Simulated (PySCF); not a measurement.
Se(Cl)(NH2), SMILES N[Se]Cl (H2ClNSe), singlet (CAM-B3LYP/def2-SVP optimised geometry):

```
5

Se    -0.890    -1.124     0.000
Cl     1.344    -1.124     0.000
N     -1.344     0.596     0.000
H     -1.156     1.124    -0.848
H     -1.156     1.124     0.848
```

Method: CAM-B3LYP/def2-TZVP in PySCF 2.14.0.

**Question.** What are the frontier orbital energies and the dipole moment?

**Answer.** HOMO-2 -10.33 eV, HOMO-1 -9.84 eV, HOMO -8.08 eV, LUMO -0.74 eV, LUMO+1 0.66 eV; dipole moment 2.39 D.

On the same geometry PBE/def2-TZVP (PySCF) gives HOMO-2 -7.62 eV, HOMO-1 -7.12 eV, HOMO -5.48 eV, LUMO -2.67 eV, LUMO+1 -1.25 eV; dipole moment 2.48 D.

Meta-Löwdin charges at CAM-B3LYP/def2-TZVP: Se1 0.40, Cl2 -0.30, N3 -0.59, H4 0.24, H5 0.24.
